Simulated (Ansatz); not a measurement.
Cost and result up the ladder for cis-Cu(H2O)2Cl2 (CuCl₂O₂H₄) (9 atoms). Charge 0, multiplicity 2. Geometry: PBE-D4/def2-SVP.

```xyz
9

Cu    0.352    0.159   -0.497
O    -1.013   -1.367   -0.063
H    -0.913   -1.663   -1.015
H    -1.911   -0.980   -0.023
O     0.047    0.931    1.425
H     0.767    1.597    1.221
H     0.458    0.323    2.073
Cl    1.958    1.700   -0.573
Cl    0.254   -0.700   -2.549
```

Ansatz on 4 threads of Arm Neoverse V1 on a shared host. Times are rough, and most runs start from the orbitals of an earlier one. CAM-B3LYP-D4/def2-TZVP serves as the yardstick here, not as an exact answer. Differences are given only for rows in sets of like size (and for xTB, whose basis is part of the method), since another set adds its own error. Binding counts from free atoms at the same level (Cu doublet, O triplet, H doublet, Cl doublet; other spins of the atoms weren't run), without zero-point energy or a counterpoise term.

The 6-31G sets use Cartesian d functions. B3LYP takes the VWN-RPA correlation. Correlated methods freeze 21 core orbitals. The rows differ in basis, and correlated rows in double-zeta sets carry the largest basis error. In CCSD on the charge 0 doublet the largest single amplitude is 0.17, so its Hartree–Fock determinant may place the open shell otherwise than the density functionals do. No other spin state of charge 0 was run.

Correlated methods converge slowly with the basis, most of all in double-zeta sets.

```json
{"level": "HF/6-31G", "functions": "81", "wall time": "1.1 s"}
{"level": "LDA (SPW92)/def2-TZVP", "functions": "205", "wall time": "2.1 s"}
{"level": "PBE-D4/def2-SVP", "functions": "115", "wall time": "2.2 s"}
{"level": "B3LYP-D4/6-31G", "functions": "81", "wall time": "3 s"}
{"level": "PBE-D4/def2-TZVP", "functions": "205", "wall time": "4.2 s"}
{"level": "PBE-D4/def2-TZVPD", "functions": "256", "wall time": "7 s"}
{"level": "MP2/def2-TZVP", "functions": "205", "wall time": "7 s"}
{"level": "PBE0-D4/def2-TZVP (with forces)", "functions": "205", "wall time": "9.5 s"}
{"level": "CAM-B3LYP-D4/def2-TZVP", "functions": "205", "wall time": "9.5 s"}
{"level": "r2SCAN-D4/def2-TZVP", "functions": "205", "wall time": "11 s"}
{"level": "HF/def2-TZVP", "functions": "205", "wall time": "14 s"}
{"level": "PBE0-D4/def2-TZVPD", "functions": "256", "wall time": "15 s"}
{"level": "HF/def2-TZVPD", "functions": "256", "wall time": "23 s"}
{"level": "CCSD(T)/def2-SVP", "functions": "115", "wall time": "46 s"}
```

(1) Estimate what each level gives for the binding energy per atom (eV).

Results:

(1) 
```json
{"level": "HF/6-31G", "binding energy per atom (eV)": "2.21", "difference from CAM-B3LYP-D4/def2-TZVP (eV)": "–"}
{"level": "LDA (SPW92)/def2-TZVP", "binding energy per atom (eV)": "3.60", "difference from CAM-B3LYP-D4/def2-TZVP (eV)": "0.58"}
{"level": "PBE-D4/def2-SVP", "binding energy per atom (eV)": "3.20", "difference from CAM-B3LYP-D4/def2-TZVP (eV)": "–"}
{"level": "B3LYP-D4/6-31G", "binding energy per atom (eV)": "3.04", "difference from CAM-B3LYP-D4/def2-TZVP (eV)": "–"}
{"level": "PBE-D4/def2-TZVP", "binding energy per atom (eV)": "3.11", "difference from CAM-B3LYP-D4/def2-TZVP (eV)": "0.09"}
{"level": "PBE-D4/def2-TZVPD", "binding energy per atom (eV)": "3.12", "difference from CAM-B3LYP-D4/def2-TZVP (eV)": "0.09"}
{"level": "MP2/def2-TZVP", "binding energy per atom (eV)": "2.87", "difference from CAM-B3LYP-D4/def2-TZVP (eV)": "-0.16"}
{"level": "PBE0-D4/def2-TZVP (with forces)", "binding energy per atom (eV)": "3.00", "difference from CAM-B3LYP-D4/def2-TZVP (eV)": "-0.02"}
{"level": "CAM-B3LYP-D4/def2-TZVP", "binding energy per atom (eV)": "3.02", "difference from CAM-B3LYP-D4/def2-TZVP (eV)": "0.00"}
{"level": "r2SCAN-D4/def2-TZVP", "binding energy per atom (eV)": "3.10", "difference from CAM-B3LYP-D4/def2-TZVP (eV)": "0.07"}
{"level": "HF/def2-TZVP", "binding energy per atom (eV)": "2.15", "difference from CAM-B3LYP-D4/def2-TZVP (eV)": "-0.87"}
{"level": "PBE0-D4/def2-TZVPD", "binding energy per atom (eV)": "3.01", "difference from CAM-B3LYP-D4/def2-TZVP (eV)": "-0.01"}
{"level": "HF/def2-TZVPD", "binding energy per atom (eV)": "2.16", "difference from CAM-B3LYP-D4/def2-TZVP (eV)": "-0.86"}
{"level": "CCSD(T)/def2-SVP", "binding energy per atom (eV)": "2.85", "difference from CAM-B3LYP-D4/def2-TZVP (eV)": "–"}
```
